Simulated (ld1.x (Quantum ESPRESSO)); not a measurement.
## Before and after: TM potential for caesium (Cs)

* Element: Cs
* Generator: ld1.x (Quantum ESPRESSO) 7.5
* Type: norm-conserving Troullier–Martins (Kleinman–Bylander form)
* Functional: LDA (PZ)
* Relativity: scalar-relativistic
* Frozen core: [Kr] 4d10 5s2
* Valence charge: 7
* Reference configuration: 5p6 5d0 6s0 6p0 (charge +1)
* Partial waves: 6s (bound, empty): rc 3.25 bohr; 5p (bound): rc 3.45 bohr; 5d (bound, empty): rc 4.20 bohr
* Local potential: the d channel
* Core correction: a·sin(br)/r model core inside 2.15 bohr

Change: core correction a·sin(br)/r model core inside 3.26 bohr.

Cutoffs: the cutoffs (Ry, on a coarse ladder) from which the occupation-weighted sum of valence levels, in a spherical-Bessel basis at the reference potential, stays within 10 and 1 mRy of its value at 400 Ry; they do not see the model core or the augmentation charge, which bear on the density cutoff. Errors are all-electron minus pseudo energies relative to the spin-unpolarised reference configuration.

Q: How do hardness, ghosts and transferability respond?

A: Both files are so soft that the ladder of cutoffs tells neither apart; both files keep a bound ghost (s); of the 8 tests that both files solve, the error grows in 0 and shrinks in 2 by more than 15 % and 0.3 meV (median size 11.8 → 11.5 meV). A wider model core is smoother and lowers the density cutoff, which this test does not measure.

```csv
quantity,base,changed
"cutoff, loose",10 Ry,10 Ry
"cutoff, tight",12 Ry,12 Ry
bound ghosts,s,s
"error for 5p6 5d0 6s1 6p0, meV [ΔE -4.00 eV]",-29,-27
"error for 5p6 5d0 6s0.5 6p0, meV [ΔE -2.44 eV]",-5.3,-5.0
"error for 5p6 5d0 6s0 6p1, meV [ΔE -2.52 eV]",+9.0,+9.0
"error for 5p6 5d1 6s0 6p0, meV [ΔE -2.28 eV]",-2.1,-1.3
"error for 5p6 5d0.5 6s0.5 6p0, meV [ΔE -3.13 eV]",-15,-14
"error for 5p5 5d0 6s1 6p0, meV [ΔE 13.99 eV]",-149,-124
"error for 5p6 5d0 6s1 6p0 (spin-polarised), meV [ΔE -4.11 eV]",-36,-32
"error for 5p6 5d0 6s0.5 6p0 (spin-polarised), meV [ΔE -2.48 eV]",-6.4,-5.9
s: phases at 4.53 bohr within 0.05 rad from the reference energy up to (Ry; the scan ends near 5),n/a,n/a
p: phases at 4.53 bohr within 0.05 rad from the reference energy up to (Ry; the scan ends near 5),-0.2,-0.2
d: phases at 4.53 bohr within 0.05 rad from the reference energy up to (Ry; the scan ends near 5),0.6,0.6
```

 A true bound ghost makes a file unfit for plane-wave use even where its test errors are small: the radial tests pick states by their node count and pass the ghost by.
